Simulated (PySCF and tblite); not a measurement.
The numbers below are computed, except where a source is named.
C₆H₇BrO, numbered as in [O:1]=[C:2]1[CH:3]=[CH:4][C@H:5]([Br:6])[CH2:7][CH2:8]1.

The ensemble was built from 60 distance-geometry starts (ETKDG and KDG, MMFF94s, GFN2-xTB) and rests on GFN2-xTB geometries. Energies: B3LYP-D3(BJ)/def2-SVP (IEF-PCM, dichloromethane), with GFN2-xTB thermal terms (modes under about 100 cm⁻¹ blended into free rotors). Symmetry numbers and mirror images are counted. Conformers within 2.5 kcal/mol (GFN2-xTB free energy) were kept, 3 at most. Run with PySCF (density fitting) and tblite.

The 6-ring runs over atoms 2–3–4–5–7–8.

```csv
conformer,shape,symmetry,E(GFN2) kcal/mol
1,"6-ring half-chair (ring torsions -1, -19, 47, -56, 36, -8°)",C1,0.00
2,"6-ring envelope (ring torsions 2, 22, -52, 59, -36, 5°)",C1,0.83
```

Task: Which of these conformers is the most populated at 298.15 K, and with what share?

Result: Conformer 1, about 89 %.

Task: Give the DFT energies and free energies relative to the lowest, and all weights.

Result: 
| conformer | shape | E(DFT) kcal/mol | G(298.15 K) kcal/mol | weight % |
| --- | --- | --- | --- | --- |
| 1 | 6-ring half-chair (ring torsions -1, -19, 47, -56, 36, -8°) | 0.00 | 0.00 | 89.4 |
| 2 | 6-ring envelope (ring torsions 2, 22, -52, 59, -36, 5°) | 1.42 | 1.26 | 10.6 |

Task: How does its share change from 250 K to 350 K?

Result: From 93 % to 86 %; the mixing entropy goes from 0.51 to 0.82 cal/(mol K).
